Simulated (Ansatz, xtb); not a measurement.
## B2Cl4H2: 4 structures ranked

4 gas-phase structures of B2Cl4H2, from a drawn sample of its isomers (lower ones may exist). Each was relaxed with GFN2-xTB:

A. `Cl[B@H-]1[Cl+][B@H-](Cl)[Cl+]1`, a singlet
B. `Cl[B-](=[Cl+])[B@H-](Cl)[ClH+]`, a singlet
C. `Cl[B@H-]1[Cl+][B@@H-](Cl)[Cl+]1`, a singlet
D. `Cl[B-]1(Cl)[Cl+][BH2-][Cl+]1`, a singlet

Task: Estimate their order in r2SCAN-D4/def2-SVP energy at these geometries, lowest first.

Result: Calculated order at r2SCAN-D4/def2-SVP: C (0.0), A (0.7), D (2.1), B (21.2) kcal/mol. Less than 1 kcal/mol parts C and A, so the order within that pair means little.

Energies above the lowest of each column, in kcal/mol; the last columns are at PBE0-D4/def2-SVP geometries and were run for some of them only (a dash: not run or not comparable):

```
structure  GFN2-xTB  HF/STO-3G  r2SCAN-D4/def2-SVP  PBE0-D4/def2-SVP  CCSD(T)/def2-SVP + ΔMP2/def2-TZVPP
        C       0.5        0.0                 0.0               0.0                                 0.0
        A       0.0        0.4                 0.7               0.4                                 0.4
        D       2.7        3.1                 2.1               1.8                                 2.6
        B      38.9       40.3                21.2                 –                                   –
```

CCSD(T)/def2-SVP + ΔMP2/def2-TZVPP has A and C within 1 kcal/mol of each other at the bottom, and every level picks one of them. Some further structures that were screened fall inside this span and aren't listed. Flexible structures stand in one conformer each, not always the lowest. D keeps a small imaginary mode. Frequencies (PBE0-D4/def2-SVP) were run for A, C, D alone. ΔMP2 is the change of the MP2 energy from the smaller to the larger basis.

Over these structures GFN2-xTB departs from r2SCAN-D4/def2-SVP by 6.6 kcal/mol on average once a common shift is removed. A GFN2-xTB relaxation took about 0.16 s and the r2SCAN-D4/def2-SVP energy about 2.5 s on a shared host (Ansatz 0.2.0, xtb 6.7.1).
